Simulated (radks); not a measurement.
Charge is removed step by step from the 5d up level of the gadolinium ion Gd+, starting from [Xe] 4f7 5d(up 1, down 0) 6s1. Method: scalar-relativistic Kohn-Sham, PBEsol, spin-polarised, spherical densities, finite nucleus; open shells are filled with parallel spins first (spin-orbit coupling, left out, can overturn this in heavy ions); Fermi nuclear charge, rms radius 5.1569 fm; computed with a radial shooting solver on a logarithmic mesh with Libxc functionals.

| removed (e) | E - E(0) (eV) | eigenvalue (eV) | E minus straight line (eV) |
|---|---|---|---|
| 0 | 0.000 | -9.074 | 0.000 |
| 0.25 | 2.517 | -11.077 | -0.788 |
| 0.5 | 5.545 | -13.167 | -1.064 |
| 0.75 | 9.106 | -15.337 | -0.808 |
| 1 | 13.218 | -17.577 | 0.000 |

Removing the whole electron costs 13.218 eV by Delta-SCF, against 9.074 eV from minus the eigenvalue at the starting occupation. Slater's transition state (half an electron removed) gives 13.167 eV. Integrating minus the eigenvalue over the occupation (Janak's theorem) gives 13.220 eV. In this scalar-relativistic scheme the density is built from large components alone, so the theorem holds only approximately. The mean slope of the eigenvalue, de/dn, is 8.50 eV per electron.
